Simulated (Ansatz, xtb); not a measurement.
**C2H7BGeO: which of two isomers lies lower**

Structure I: `B[C@@H]1O[C@@H]1[GeH3]`, a singlet. Structure II: `B[C@@H]1O[C@H]1[GeH3]`, a singlet. Both are isolated molecules in the gas phase, relaxed with B3LYP/def2-SVP; the shapes shown needn't be the lowest conformers.

I (Å):

```tsv
atom	x (Å)	y (Å)	z (Å)
C	-0.0243	-2.0545	1.2898
C	0.4638	-0.8256	0.5540
B	-1.5339	-2.2486	1.5583
Ge	-0.6088	0.7327	-0.0319
O	0.6962	-0.9829	1.9300
H	-2.0873	-3.2259	1.1164
H	-2.1637	-1.4269	2.1717
H	0.6067	-2.9375	1.1069
H	1.3449	-1.0195	-0.0810
H	-1.0683	0.5135	-1.4894
H	-1.8250	0.9441	0.8832
H	0.3111	1.9689	0.0249
```

II (Å):

```xyz
12

C    -0.2391   -1.9228    0.8487
C    -1.0494   -0.6465    0.8170
B    -0.5606   -2.8975   -0.3019
Ge   -0.2406    1.0565    1.4076
O    -1.2740   -1.6187    1.8058
H     0.3138   -3.2555   -1.0523
H    -1.7003   -3.2426   -0.4866
H     0.7763   -1.8189    1.2561
H    -1.8515   -0.5734    0.0642
H     0.2948    1.8320    0.1855
H    -1.3163    1.9008    2.1192
H     0.9077    0.7325    2.3807
```

Energies in hartree; the thermal terms are from GFN2-xTB frequencies at re-optimised GFN2-xTB minima (ideal gas, soft modes damped towards free rotors, one conformer each, 298.15 K, 1 atm) and include the zero-point energy:

|  | I | II |
| --- | --- | --- |
| E, CCSD(T)/def2-SVP | −2255.074510 | −2255.078373 |
| E, MP2/def2-SVP | −2255.004642 | −2255.008904 |
| E, MP2/def2-TZVPP | −2255.632613 | −2255.636518 |
| zero-point energy | 0.078597 | 0.078550 |
| H(298 K) − E | 0.086909 | 0.086925 |
| G(298 K) − E | 0.046866 | 0.046718 |

Problem. Correct the CCSD(T) difference for the basis set by the MP2 change, then work out ΔE, ΔE₀, ΔH and ΔG for I → II in kJ/mol (1 Eh = 2625.50 kJ/mol) and the equilibrium ratio [II]/[I].

Solution. 1. Differences II − I: CCSD(T) −0.003863, MP2 in the small set −0.004262, MP2 in the large set −0.003905 Eh.
2. ΔE = −0.003863 + (−0.003905 − (−0.004262)) = −0.003506 Eh = −9.21 kJ/mol.
3. ΔE₀ = ΔE + ΔZPE = −0.003506 + (−0.000047) Eh = −9.33 kJ/mol.
4. ΔH = ΔE + (+0.000016) Eh = −9.16 kJ/mol.
5. ΔG = ΔE + (−0.000148) Eh = −9.59 kJ/mol, so ΔS = (ΔH − ΔG)/T = +1.4 J/(mol K).
6. kT = 0.9442 mEh, so K = [II]/[I] = exp(−ΔG/kT) = exp(+3.87) ≈ 48.

Structure II is favoured at this temperature. An error of 4 kJ/mol in ΔG would change K by a factor of 5. Mirror images and further conformers aren't counted.

As drawn, both hold the same kinds of bond in the same numbers.

Other levels gave ΔE = −3.9 (GFN2-xTB); −5.8 (HF/STO-3G, GFN2-xTB geometries); −8.5 (r2SCAN-D4/def2-SVP, GFN2-xTB geometries); −10.2 (B3LYP/def2-SVP); −9.5 (HF/def2-SVP); −11.2 (MP2/def2-SVP); −10.1 (CCSD(T)/def2-SVP) kJ/mol. The correlated steps freeze 13 core orbitals; the filled d shell of Ge is correlated, in a basis made for valence electrons. Programs: Ansatz 0.2.0, xtb 6.7.1.
